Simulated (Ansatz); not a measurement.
`Cl[SiH2][SnH3]` + `CCO` → `CC[O][SnH3]` + `[SiH3]Cl` at 400 K and 1 bar (cleavage of the Sn–Si bond).

Isolated molecules relaxed with PBE0-D4/def2-TZVP in Ansatz; ΔE leaves out vibrations. CCSD(T)/CBS is the MP2 limit (def2-TZVPP, def2-QZVPP) plus CCSD(T) − MP2 in def2-TZVPP, frozen cores. This one scheme is used for every species. def2 core potentials past Kr. For Sn outer-core shells are correlated without core-valence functions, which leaves a few kJ/mol of doubt a bond. One conformer a species, not always the lowest.

```json
{"species": "`Cl[SiH2][SnH3]`", "CCSD(T)/CBS energy (Eh)": "-965.91563", "H − E (kJ/mol)": "132.5", "S (J/(mol·K))": "381.7"}
{"species": "`CCO`", "CCSD(T)/CBS energy (Eh)": "-154.88256", "H − E (kJ/mol)": "231.6", "S (J/(mol·K))": "290.7"}
{"species": "`CC[O][SnH3]`", "CCSD(T)/CBS energy (Eh)": "-370.09955", "H − E (kJ/mol)": "269.3", "S (J/(mol·K))": "391.1"}
{"species": "`[SiH3]Cl`", "CCSD(T)/CBS energy (Eh)": "-750.69636", "H − E (kJ/mol)": "85.8", "S (J/(mol·K))": "267.3"}
```

H − E and S are ideal-gas, rigid-rotor, harmonic terms from PBE0-D4/def2-TZVP, for one conformer and one mirror image of each species. 1 Eh = 2625.50 kJ/mol, R = 8.31446 J/(mol·K).

Task: By hand: ΔE, ΔH, ΔS and ΔG.

Result: ΔE = (-370.09955) + (-750.69636) − (-965.91563) − (-154.88256) = 0.00228 Eh = 6.0 kJ/mol. Δ(H − E) = 269.3 + 85.8 − 132.5 − 231.6 = -9.0, so ΔH = -3.0 kJ/mol. ΔS = 391.1 + 267.3 − 381.7 − 290.7 = -14.0 J/(mol·K). ΔG = -3.0 − 400 × (-14.0)/1000 = 2.6 kJ/mol.

Task: By hand: the equilibrium constant, and the temperature at which ΔG would vanish if ΔH and ΔS stayed fixed.

Result: log₁₀ K = −ΔG/(RT ln 10) = -0.3. ΔG = 0 at ΔH/ΔS = 214 K, though so small a ΔH makes that figure unsure.

TΔS isn't small against ΔH here. The sign of ΔG lies within the doubt. A doubt of 5 kJ/mol in ΔE shifts log₁₀ K by 0.7 here. Other conformers and mirror images would add mixing entropy, several J/(mol·K) or more a flexible species. Modes under 60 cm⁻¹, often nearly free rotors, make the harmonic entropy too high. These are equilibria of isolated gas molecules and say nothing of rates. Largest T1 diagnostic: 0.013 (customary marks: 0.02 for closed shells, 0.045 for open ones).
